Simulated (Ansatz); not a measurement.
Consider the formal exchange of groups at a C–C bond: `CCCCC(N)=O` + CH₄ → `CC(N)=O` + `CCCC`.

Program: Ansatz. Geometries: PBE0-D4/def2-TZVP. ΔE: electronic, gas phase. CCSD(T)/CBS adds triple-zeta CCSD(T) − MP2 to the extrapolated MP2 energy (def2 sets, frozen cores). This one scheme is used for every species. Functionals use def2-TZVPP. B3LYP here is the variant with VWN-RPA as its local correlation; programs differ in this. HSE06 is defined as in plane-wave codes. One conformer a species, not always the lowest.

```tsv
level	ΔE (kJ/mol)	difference from CCSD(T)/CBS
revPBE-D4	7.8	-2.0
BLYP-D4	7.9	-1.9
B3LYP-D4	8.0	-1.8
HSE06-D4	7.8	-2.0
revPBE	2.6	-7.2
PBE0	5.3	-4.5
CAM-B3LYP	5.6	-4.2
HF/def2-SVP	6.2	-3.6
CCSD/def2-TZVPP	9.0	-0.8
HF/CBS(def2)	2.6	-7.2
CCSD(T)/CBS	9.8	0
```

Largest T1 diagnostic among the species: 0.014.

Leaving LDA and LC-ωPBE aside and taking each functional with its dispersion term where it has one, the values, not all of them listed here, spread over 2.7 kJ/mol, from B2PLYP to ωB97M-V. LDA lies +4.9 kJ/mol from PBE without D4. In def2-TZVPP, CCSD(T) changes the Hartree–Fock value by +7.6 kJ/mol (the triples alone add +1.6 kJ/mol) and MP2 by +8.1 kJ/mol. At CCSD(T), def2-SVP lies +3.3 kJ/mol from the extrapolated value and def2-TZVPP +0.8 kJ/mol.
